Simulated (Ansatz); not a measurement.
Ansatz (a quantum-chemistry and plane-wave program) input file for C4H6FIn, SMILES C=[CH][In]([F])[CH]=C, PBE0-D3(BJ)/def2-SVP. 

Ansatz 0.2 input:
```yaml
crystal:
  periodic: [false, false, false]
  atoms:
    - {symbol: In, position_ang: [-0.07817995, 0.04134794, -0.00000000]}
    - {symbol: F, position_ang: [-1.89905472, -0.79579564, 0.00000000]}
    - {symbol: C, position_ang: [-0.19016050, 2.18221894, 0.00000000]}
    - {symbol: C, position_ang: [0.89164027, 2.98514973, 0.00000000]}
    - {symbol: H, position_ang: [-1.19908456, 2.63244975, 0.00000000]}
    - {symbol: H, position_ang: [0.79861517, 4.08741299, 0.00000000]}
    - {symbol: H, position_ang: [1.92575608, 2.59813064, 0.00000000]}
    - {symbol: C, position_ang: [1.26630625, -1.62789629, 0.00000000]}
    - {symbol: C, position_ang: [0.71344258, -2.85694963, 0.00000000]}
    - {symbol: H, position_ang: [2.36371293, -1.50776882, -0.00000000]}
    - {symbol: H, position_ang: [1.32824403, -3.77666376, -0.00000000]}
    - {symbol: H, position_ang: [-0.38230496, -2.99258558, 0.00000000]}
basis:
  gaussian:
    orbitals: def2-SVP
hamiltonian:
  xc: pbe0
  dispersion: d3bj
relax: {f_tol: 0.002, max_steps: 200}
```

Program output:

```
WARN ansatz: RAYON_NUM_THREADS=1 ignored (pool sized by the plan → 1); use --threads N
Functional definition: PBE0
integrals: 0.10 GiB planned
1502 factors; integrals over basis functions are off by at most 4.7e-4 eV
mean field: 0.64 GiB planned
mean field evaluation 1: about -12111.8986 eV, gradient 6.5e1 eV
mean field evaluation 2: about -12101.4747 eV, gradient 9.9e1 eV
mean field evaluation 4: about -12122.0760 eV, gradient 3.8e0 eV
mean field evaluation 8: about -12122.1545 eV, gradient 8.3e-2 eV
mean field evaluation 16: about -12122.1545 eV, gradient 2.0e-5 eV
mean field -12122.15446933 eV, -445.4809600564 hartree, gradient 2.0e-5 eV, S^2 0.000000; 0 other end points of the search recorded, 0 dependent functions left out
the calculation of the forces begins
reference -12122.15450729 eV, -445.4809614514 hartree; 30, 30 occupied and 96, 96 virtual orbitals, 1502 factors
relax step   1: F+E_penalty+E_count = -12122.37065651 eV  Δ(F+E_penalty+E_count) = +0.000e0 eV  max|allowed force component| = 3.724e-1 eV/Å  Δτ_max = 0.0000 Å  (29 SCF iters, accepted)
these checks for a lower state are left out or cut short: starts, cluster_reference, orbital_swaps, neighbouring_geometries, increment
integrals: 0.10 GiB planned
1502 factors; integrals over basis functions are off by at most 4.6e-4 eV
mean field: 0.64 GiB planned
mean field -12122.17489509 eV, -445.4817106892 hartree, gradient 1.2e-5 eV, S^2 0.000000; 0 other end points of the search recorded, 0 dependent functions left out
the calculation of the forces begins
reference -12122.17493292 eV, -445.4817120797 hartree; 30, 30 occupied and 96, 96 virtual orbitals, 1502 factors
relax step   2: F+E_penalty+E_count = -12122.39266153 eV  Δ(F+E_penalty+E_count) = -2.201e-2 eV  max|allowed force component| = 7.455e-2 eV/Å  Δτ_max = 0.0378 Å  (34 SCF iters, accepted)
these checks for a lower state are left out or cut short: starts, cluster_reference, orbital_swaps, neighbouring_geometries, increment
integrals: 0.10 GiB planned
1502 factors; integrals over basis functions are off by at most 4.5e-4 eV
mean field: 0.64 GiB planned
mean field evaluation 32: about -12122.1760 eV, gradient 7.1e-6 eV
mean field -12122.17600973 eV, -445.4817516516 hartree, gradient 7.1e-6 eV, S^2 0.000000; 0 other end points of the search recorded, 0 dependent functions left out
the calculation of the forces begins
reference -12122.17604760 eV, -445.4817530433 hartree; 30, 30 occupied and 96, 96 virtual orbitals, 1502 factors
relax step   3: F+E_penalty+E_count = -12122.39364494 eV  Δ(F+E_penalty+E_count) = -9.834e-4 eV  max|allowed force component| = 1.708e-2 eV/Å  Δτ_max = 0.0154 Å  (26 SCF iters, accepted)
these checks for a lower state are left out or cut short: starts, cluster_reference, orbital_swaps, neighbouring_geometries, increment
integrals: 0.10 GiB planned
1502 factors; integrals over basis functions are off by at most 4.5e-4 eV
mean field: 0.64 GiB planned
mean field -12122.17618599 eV, -445.4817581289 hartree, gradient 8.7e-6 eV, S^2 0.000000; 0 other end points of the search recorded, 0 dependent functions left out
the calculation of the forces begins
reference -12122.17622388 eV, -445.4817595213 hartree; 30, 30 occupied and 96, 96 virtual orbitals, 1502 factors
relax step   4: F+E_penalty+E_count = -12122.39379071 eV  Δ(F+E_penalty+E_count) = -1.458e-4 eV  max|allowed force component| = 1.215e-2 eV/Å  Δτ_max = 0.0088 Å  (25 SCF iters, accepted)
these checks for a lower state are left out or cut short: starts, cluster_reference, orbital_swaps, neighbouring_geometries, increment
integrals: 0.10 GiB planned
1502 factors; integrals over basis functions are off by at most 4.5e-4 eV
mean field: 0.64 GiB planned
mean field -12122.17630239 eV, -445.4817624066 hartree, gradient 1.5e-5 eV, S^2 0.000000; 0 other end points of the search recorded, 0 dependent functions left out
the calculation of the forces begins
reference -12122.17634031 eV, -445.4817638002 hartree; 30, 30 occupied and 96, 96 virtual orbitals, 1502 factors
relax step   5: F+E_penalty+E_count = -12122.39390429 eV  Δ(F+E_penalty+E_count) = -1.136e-4 eV  max|allowed force component| = 5.511e-3 eV/Å  Δτ_max = 0.0121 Å  (25 SCF iters, accepted)
these checks for a lower state are left out or cut short: starts, cluster_reference, orbital_swaps, neighbouring_geometries, increment
integrals: 0.10 GiB planned
1502 factors; integrals over basis functions are off by at most 4.5e-4 eV
mean field: 0.64 GiB planned
mean field -12122.17631252 eV, -445.4817627788 hartree, gradient 1.3e-5 eV, S^2 0.000000; 0 other end points of the search recorded, 0 dependent functions left out
the calculation of the forces begins
reference -12122.17635047 eV, -445.4817641734 hartree; 30, 30 occupied and 96, 96 virtual orbitals, 1502 factors
relax step   6: F+E_penalty+E_count = -12122.39393985 eV  Δ(F+E_penalty+E_count) = -3.556e-5 eV  max|allowed force component| = 3.563e-3 eV/Å  Δτ_max = 0.0103 Å  (24 SCF iters, accepted)
these checks for a lower state are left out or cut short: starts, cluster_reference, orbital_swaps, neighbouring_geometries, increment
integrals: 0.10 GiB planned
1502 factors; integrals over basis functions are off by at most 4.5e-4 eV
mean field: 0.64 GiB planned
mean field -12122.17630533 eV, -445.4817625148 hartree, gradient 2.0e-5 eV, S^2 0.000000; 0 other end points of the search recorded, 0 dependent functions left out
the calculation of the forces begins
reference -12122.17634328 eV, -445.4817639094 hartree; 30, 30 occupied and 96, 96 virtual orbitals, 1502 factors
relax step   7: F+E_penalty+E_count = -12122.39394120 eV  Δ(F+E_penalty+E_count) = -1.345e-6 eV  max|allowed force component| = 1.142e-3 eV/Å  Δτ_max = 0.0011 Å  (20 SCF iters, accepted)
integrals: 0.10 GiB planned
1502 factors; integrals over basis functions are off by at most 4.5e-4 eV
mean field: 0.64 GiB planned
mean field evaluation 64: about -12121.5306 eV, gradient 1.7e1 eV
mean field -12122.17630533 eV, -445.4817625148 hartree, gradient 2.0e-5 eV, S^2 0.000000; 1 other end points of the search recorded, 0 dependent functions left out
the calculation of the forces begins
reference -12122.17634328 eV, -445.4817639094 hartree; 30, 30 occupied and 96, 96 virtual orbitals, 1502 factors
Total energy: -12122.39397915 eV, -445.4897618799 hartree
Atom 0 at    -0.115058     0.039091     0.000000 Å, force    -0.000005    -0.000028    -0.000000 eV/Å
Atom 1 at    -1.917365    -0.786152     0.000000 Å, force     0.000094    -0.000010    -0.000000 eV/Å
Atom 2 at    -0.192429     2.163221     0.000000 Å, force     0.000238     0.001142     0.000000 eV/Å
Atom 3 at     0.897105     2.939827    -0.000000 Å, force    -0.000381    -0.000006    -0.000000 eV/Å
Atom 4 at    -1.180459     2.639356    -0.000000 Å, force    -0.000054    -0.000565    -0.000000 eV/Å
Atom 5 at     0.826660     4.035290    -0.000000 Å, force     0.000306    -0.000112    -0.000000 eV/Å
Atom 6 at     1.915991     2.535486     0.000000 Å, force    -0.000290    -0.000326    -0.000000 eV/Å
Atom 7 at     1.244829    -1.592902    -0.000000 Å, force     0.000366    -0.001055    -0.000000 eV/Å
Atom 8 at     0.725897    -2.826793    -0.000000 Å, force    -0.000333     0.000385     0.000000 eV/Å
Atom 9 at     2.332877    -1.460916     0.000000 Å, force    -0.000200     0.000250     0.000000 eV/Å
Atom 10 at     1.358476    -3.724147     0.000000 Å, force     0.000053     0.000194    -0.000000 eV/Å
Atom 11 at    -0.357593    -2.992311    -0.000000 Å, force     0.000206     0.000131     0.000000 eV/Å
Dipole moment:     0.646215     0.284064     0.000000 e Å
```

The run converged.

Cost: about 50 core-seconds (a rough figure).
